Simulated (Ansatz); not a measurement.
The inner images of a band of BrH + ClH3Sn (7 atoms, charge 0, multiplicity 1) are given out of order.

Theory: Ansatz, RKS B3LYP/def2-SVP.

First end point:

```xyz
7
Properties=species:S:1:pos:R:3
Sn 0.337 0.000 -0.172
Cl 0.154 0.000 2.221
H 2.023 0.000 -0.477
H -0.433 1.432 -0.701
H -0.433 -1.432 -0.701
Br -3.651 0.000 1.798
H -2.278 0.000 2.231
```

Last end point:

```xyz
7
Properties=species:S:1:pos:R:3
Sn -0.430 0.000 -0.612
Cl -0.047 0.000 3.705
H 0.854 0.000 0.515
H -0.504 1.425 -1.560
H -0.504 -1.425 -1.560
Br -2.561 0.000 0.782
H -1.087 0.000 2.927
```

Question: Put them in order from the first end to the last, with their energies above the first end.
A.
```xyz
7
Properties=species:S:1:pos:R:3
Sn -0.340 0.000 -0.292
Cl -0.009 0.000 2.939
H 1.309 0.000 0.218
H -0.637 1.489 -1.068
H -0.637 -1.489 -1.068
Br -2.692 0.000 0.949
H -1.273 0.000 2.520
```
B.
```xyz
7
Properties=species:S:1:pos:R:3
Sn -0.203 0.000 -0.147
Cl 0.013 0.000 2.601
H 1.515 0.000 0.012
H -0.678 1.480 -0.863
H -0.678 -1.480 -0.863
Br -2.812 0.000 1.148
H -1.439 0.000 2.310
```
C.
```xyz
7
Properties=species:S:1:pos:R:3
Sn -0.401 0.000 -0.454
Cl -0.013 0.000 3.290
H 1.055 0.000 0.445
H -0.572 1.463 -1.317
H -0.572 -1.463 -1.317
Br -2.606 0.000 0.866
H -1.173 0.000 2.685
```
D.
```xyz
7
Properties=species:S:1:pos:R:3
Sn 0.004 0.000 -0.082
Cl 0.128 0.000 2.405
H 1.702 0.000 -0.153
H -0.661 1.442 -0.732
H -0.661 -1.442 -0.732
Br -3.002 0.000 1.308
H -1.789 0.000 2.183
```
E.
```xyz
7
Properties=species:S:1:pos:R:3
Sn 0.200 0.000 -0.098
Cl 0.197 0.000 2.315
H 1.879 0.000 -0.416
H -0.585 1.432 -0.607
H -0.585 -1.432 -0.607
Br -3.327 0.000 1.456
H -2.060 0.000 2.154
```

Answer: E (+0.9 kcal/mol), D (+8.8 kcal/mol), B (+21.1 kcal/mol), A (+11.9 kcal/mol), C (+2.0 kcal/mol).

The run took 100 s on 2 threads of Arm Neoverse V2 (shared host), peak memory 0.24 GiB.
